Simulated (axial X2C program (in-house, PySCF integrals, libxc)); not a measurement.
**How the levels of NPmO (f(δφ)2 f(π)0 orbitals) move with the bond length**

Computed with an axial X2C code built on PySCF integrals: two-component X2C with atomic mean-field Coulomb and Gaunt terms, basis N dyall-v2z, Pm dyall-v2z, O dyall-v2z (cores contracted in-house). Orbitals come from Hartree–Fock averaged over the configuration Pm f(δφ)2 f(π)0; CI then distributes these electrons over the f(δφ), f(π) shells of Pm.

At N–Pm–O held linear, bonds 1.667 and 1.720 Å (the second held):

```csv
Ω,energy (cm⁻¹),g∥,μ (D),configuration
4,0,6.10,1.19,100% f(δφ)2
5,3200,10.03,1.19,100% f(δφ)2
0,5338,0.00,1.19,100% f(δφ)2
6,5920,13.98,1.19,100% f(δφ)2
1,7132,3.49,1.19,100% f(δφ)2
1,13371,2.38,1.19,100% f(δφ)2
2,13470,5.93,1.19,99% f(δφ)2
0,13690,0.00,1.19,100% f(δφ)2
0,15843,0.00,1.19,100% f(δφ)2
0,17261,0.00,1.19,100% f(δφ)2
1,21140,2.07,1.19,100% f(δφ)2
4,25022,8.03,1.17,99% f(δφ)2
6,26919,12.02,1.21,100% f(δφ)2
```

g∥ is the magnitude of 2⟨Lz + ge Sz⟩ for the +Ω component. μ is positive if the O end is positive. The lowest 14 levels at most are listed.

At N–Pm–O held linear, bonds 1.800 and 1.720 Å (the second held):

| Ω | energy (cm⁻¹) | g∥ | μ (D) | configuration |
| --- | --- | --- | --- | --- |
| 4 | 0 | 6.20 | 1.49 | 100% f(δφ)2 |
| 5 | 3926 | 10.07 | 1.48 | 100% f(δφ)2 |
| 0 | 4734 | 0.00 | 1.48 | 100% f(δφ)2 |
| 6 | 7078 | 13.96 | 1.48 | 100% f(δφ)2 |
| 1 | 7248 | 3.31 | 1.48 | 100% f(δφ)2 |
| 1 | 14250 | 2.44 | 1.49 | 100% f(δφ)2 |
| 2 | 14348 | 5.87 | 1.49 | 100% f(δφ)2 |
| 0 | 14733 | 0.00 | 1.48 | 100% f(δφ)2 |
| 0 | 17631 | 0.00 | 1.48 | 100% f(δφ)2 |
| 0 | 18644 | 0.00 | 1.48 | 100% f(δφ)2 |
| 1 | 22509 | 2.12 | 1.48 | 100% f(δφ)2 |
| 4 | 26983 | 8.07 | 1.47 | 100% f(δφ)2 |
| 6 | 27008 | 12.04 | 1.50 | 100% f(δφ)2 |

The lowest level lies 1310 cm⁻¹ above the lowest at the first distance.

**Question.** How does the gap from the lowest to the fifth level change between the two distances?

**Answer.** From 7132 to 7248 cm⁻¹, a factor of 1.02.

Dynamic correlation is missing, so gaps between terms are too wide and other configurations may lie lower; the lowest level listed is that of this model, not necessarily the ground state. At most 6 roots were kept for each Ω > 0 (twice that for Ω = 0) within 3.5 eV of the lowest, so higher up levels can be missing between those listed; levels with Ω > 0 are doubly degenerate and listed once, Ω = 0 levels singly. States that fill the shells left empty in the average are placed too high. The molecule was held linear; bending was not examined.
